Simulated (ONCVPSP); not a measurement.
# Au: one change to an ONCV potential, before and after

Au (Z = 79), optimised norm-conserving Vanderbilt (ONCV), made with ONCVPSP 4.0.1 (PW91, fully relativistic). Core [Kr] 4d10 4f14, reference 5s2 5p6 5d8 (charge +3). Waves: 5s: rc 1.55 bohr, ncon 4, nbas 8, qcut 8.4 1/bohr, 2 projectors, debl 0.9 Ha; 5p: rc 1.15 bohr, ncon 4, nbas 7, qcut 7.6 1/bohr, 1 projector; 5d: rc 2.10 bohr, ncon 4, nbas 9, qcut 8.7 1/bohr, 2 projectors, debl 2.2 Ha. Local part: polynomial inside 0.70 bohr (lpopt 4, dvloc0 3 Ha). Core correction: Teter function fitted to the true core (icmod 2), fcfact 0.35.

Open shells are filled in proportion to 2j + 1.

In the s channel the program set the typed energies aside and used -5.309, 0.050 Ha.

Change: p: rc 1.38.

Cutoffs: the cutoffs (Ha) at which the residual kinetic energy of the hardest occupied pseudo-wave falls to 1 and 0.1 mHa per electron; they do not see the model core or the augmentation charge, which bear on the density cutoff. Errors are all-electron minus pseudo energies relative to the spin-unpolarised reference configuration.

Question: How do hardness, ghosts and transferability respond?

Answer: The potential gets softer (95 Ha and 115 Ha → 28 Ha and 70 Ha); both files keep a bound ghost (p, s); the lowest positive-energy flag moves from p1/2 at 16.8 eV to none; of the 4 tests that both files solve, the error grows in 3 and shrinks in 1 by more than 15 % and 0.3 meV (median size 2.2 → 3.4 meV). A larger radius leaves more room for a smooth pseudo-wave, so fewer plane waves are needed.

| quantity | base | changed |
| --- | --- | --- |
| cutoff, loose | 95 Ha | 28 Ha |
| cutoff, tight | 115 Ha | 70 Ha |
| loose cutoff by channel | s 25 Ha, p 95 Ha, d 22 Ha | s 25 Ha, p 28 Ha, d 22 Ha |
| bound ghosts | s, p3/2 | s, p3/2 |
| GHOST(+) flags under 300 eV | p1/2 at 16.8 eV | none |
| error for 5s2 5p6 5d10 6s1, meV [ΔE -64.77 eV] | +2.0 | +3.4 |
| error for 5s2 5p6 5d10, meV [ΔE -55.27 eV] | +2.4 | +3.4 |
| error for 5s2 5p6 5d9, meV [ΔE -33.96 eV] | +0.7 | +1.2 |
| error for 5s2 5p6 5d9 6s2, meV [ΔE -63.08 eV] | -6.1 | -4.7 |
| s: phases at 1.58 bohr within 0.05 rad from the reference energy up to (Ha; the scan ends near 5) | -3.4 | -3.4 |
| d5/2: phases at 2.14 bohr within 0.05 rad from the reference energy up to (Ha; the scan ends near 5) | to the end of the scan | to the end of the scan |
| d3/2: phases at 2.14 bohr within 0.05 rad from the reference energy up to (Ha; the scan ends near 5) | to the end of the scan | to the end of the scan |
| rms error of d²Exc/dni dnj with the model core, mHa | 4.44 | 4.28 |

 A true bound ghost makes a file unfit for plane-wave use even where its test errors are small: the radial tests pick states by their node count and pass the ghost by.
